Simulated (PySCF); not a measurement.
H4O2Ti, multiplicity 1.

```xyz
7

Ti     0.0000     0.0000     0.3689
O     -1.5342     0.0000    -0.5175
H     -2.1167     0.0000    -1.2773
O      1.5342     0.0000    -0.5175
H      2.1167     0.0000    -1.2773
H      0.0000     1.3812     1.3600
H      0.0000    -1.3812     1.3600
```
Charge 0, spin multiplicity 1.

The structure is a stationary point at B3LYP-D3(BJ)/def2-TZVP. The multiplicity is an assumed one; other spin states were not compared. Other conformers were not sampled.

The numbers are results of PBE/pcSseg-1 run with PySCF, not measurements. Non-relativistic, no solvent.

Computed absolute GIAO shielding of each atom: isotropic value and principal components (ppm):
```tsv
atom	σ(iso)	σ11	σ22	σ33	span
Ti1	-1014.2	-1955.3	-719.2	-368.0	1587.3
O2	-3.6	-265.6	-74.1	329.0	594.6
H3	25.5	20.2	23.2	33.0	12.8
O4	-3.6	-265.6	-74.1	329.0	594.6
H5	25.5	20.2	23.2	33.0	12.8
H6	25.2	12.4	30.2	33.2	20.8
H7	25.2	12.4	30.2	33.2	20.8
```
